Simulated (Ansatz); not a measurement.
The first iterations of a band of FH$_{2}$NSeSi (6 atoms, charge 0, multiplicity 1).

Method: RKS LDA/def2-SVP (Ansatz).

```
movable images  : 5
climbing image  : yes
spring          : 5.0 eV/Å²
optimiser       : quadratic models (default)
start path      : IDPP
force threshold : 0.05 eV/Å
iteration limit : 60
end points      : relaxed
```

First end point:

```xyz
6
Properties=species:S:1:pos:R:3
N 1.504 0.277 -0.525
Si 0.305 -0.439 0.236
F 0.623 -1.767 1.085
Se -1.898 -0.211 0.566
H 1.387 1.127 -1.088
H -1.921 1.011 -0.275
```

Last end point:

```xyz
6
Properties=species:S:1:pos:R:3
N 0.903 0.748 -0.718
Si 0.260 -0.376 0.202
F 0.871 -1.667 0.961
Se -1.905 -0.371 0.678
H 1.894 0.807 -0.978
H -2.024 0.858 -0.146
```

| iteration | highest image above the first end (eV) | largest band force component (eV/Å) |
| --- | --- | --- |
| 1 | 0.146 | 0.896 |
| 2 | 0.114 | 0.296 |

**Question.** Does the band converge within its limit, and where does its top end?

**Answer.** It converged. It ended after 6 iterations with the highest image 0.106 eV above the first end. A vibrational analysis at the climbing image gives one clearly imaginary mode, 362i cm⁻¹: a first-order saddle point.

Run time: 30 s on 1 thread of Intel(R) Xeon(R) 6975P-C (Granite Rapids) (shared host), peak memory 0.13 GiB.
